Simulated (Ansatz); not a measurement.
`ClBCl` + `C[SiH]([AlH2])[SbH2]` → `[AlH2][BH]Cl` + `C[SiH](Cl)[SbH2]` at 700 K and 1 bar (redistribution).

Computed with Ansatz on PBE0-D4/def2-TZVP structures; ΔE is electronic, products minus reactants. CBS: MP2 limit from def2 TZ/QZ plus the TZ coupled-cluster correction, frozen cores. This one scheme is used for every species. Elements past krypton have def2 core potentials. For Sb outer-core shells are correlated without core-valence functions, which leaves a few kJ/mol of doubt a bond.

| species | CCSD(T)/CBS energy (Eh) | H − E (kJ/mol) | S (J/(mol·K)) |
| --- | --- | --- | --- |
| `ClBCl` | -945.02167 | 75.0 | 318.4 |
| `C[SiH]([AlH2])[SbH2]` | -813.96603 | 289.3 | 532.3 |
| `[AlH2][BH]Cl` | -728.37691 | 122.2 | 383.7 |
| `C[SiH](Cl)[SbH2]` | -1030.59494 | 241.5 | 497.7 |

H − E and S are ideal-gas, rigid-rotor, harmonic terms from PBE0-D4/def2-TZVP, for one conformer and one mirror image of each species. 1 Eh = 2625.50 kJ/mol, R = 8.31446 J/(mol·K).

**Question.** By hand: ΔE, ΔH, ΔS and ΔG.

**Answer.** ΔE = (-728.37691) + (-1030.59494) − (-945.02167) − (-813.96603) = 0.01585 Eh = 41.6 kJ/mol. Δ(H − E) = 122.2 + 241.5 − 75.0 − 289.3 = -0.6, so ΔH = 41.0 kJ/mol. ΔS = 383.7 + 497.7 − 318.4 − 532.3 = 30.7 J/(mol·K). ΔG = 41.0 − 700 × (30.7)/1000 = 19.5 kJ/mol.

**Question.** By hand: the equilibrium constant, and the temperature at which ΔG would vanish if ΔH and ΔS stayed fixed.

**Answer.** log₁₀ K = −ΔG/(RT ln 10) = -1.5. ΔG = 0 at ΔH/ΔS = 1336 K.

TΔS isn't small against ΔH here. A doubt of 5 kJ/mol in ΔE shifts log₁₀ K by 0.4 here. Other conformers and mirror images would add mixing entropy, several J/(mol·K) or more a flexible species. These are equilibria of isolated gas molecules and say nothing of rates. Largest T1 diagnostic: 0.014 (customary marks: 0.02 for closed shells, 0.045 for open ones).
